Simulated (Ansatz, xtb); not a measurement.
## Ranking isomers of AlH2SiZn

3 gas-phase structures of AlH2SiZn, found in a search over its isomers (lower ones may exist). Each was relaxed with GFN2-xTB; where two conformers were screened, the lower at r2SCAN-D4/def2-SVP is listed:

A. a doublet given by its coordinates
B. a doublet given by its coordinates
C. `[SiH][AlH][Zn]`, a doublet

B (Å):

```yaml
atoms:
  - { symbol: Al, position_ang: [-0.0432, -0.0086, -0.5343] }
  - { symbol: Si, position_ang: [-0.1659, 0.7025, 1.7528] }
  - { symbol: Zn, position_ang: [0.3771, 2.5443, 0.0877] }
  - { symbol: H, position_ang: [0.2209, 0.4775, -2.1178] }
  - { symbol: H, position_ang: [1.4040, 0.4362, 1.6413] }
```

Close contacts (Å): Al1–Si2 2.40, Al1–Zn3 2.66, Si2–Zn3 2.54, Al1–H4 1.68, Si2–H5 1.60.

A (Å):

```xyz
5

Al    0.1214    0.3748    0.3039
Si   -1.9660    1.5506    0.3574
Zn   -2.0995   -0.2321   -1.2811
H     0.6678   -0.6691   -0.7965
H     1.4319    0.3197    1.2043
```

Close contacts (Å): Al1–Si2 2.40, Al1–Zn3 2.80, Si2–Zn3 2.42, Al1–H4 1.61, Al1–H5 1.59.

Which do you expect lowest at r2SCAN-D4/def2-SVP, and how would the others follow?

Calculated order at r2SCAN-D4/def2-SVP: B (0.000), A (0.032), C (0.305) eV. Less than 1 kcal/mol parts B and A, so the order within that pair means little.

Energies above the lowest of each column, in eV:

| structure | GFN2-xTB | HF/STO-3G | r2SCAN-D4/def2-SVP |
| --- | --- | --- | --- |
| B | 1.076 | 0.429 | 0.000 |
| A | 0.000 | 0.000 | 0.032 |
| C | 0.687 | 1.547 | 0.305 |

r2SCAN-D4/def2-SVP has A and B within 1 kcal/mol of each other at the bottom, and every level picks one of them. Some further structures that were screened fall inside this span and aren't listed. Flexible structures stand in one conformer each, not always the lowest. Frequencies (BLYP-D3(BJ)/def2-SVP) were run for C alone. Open shells are spin-unrestricted, some with notable spin contamination.

Programs: Ansatz 0.2.0, xtb 6.7.1.
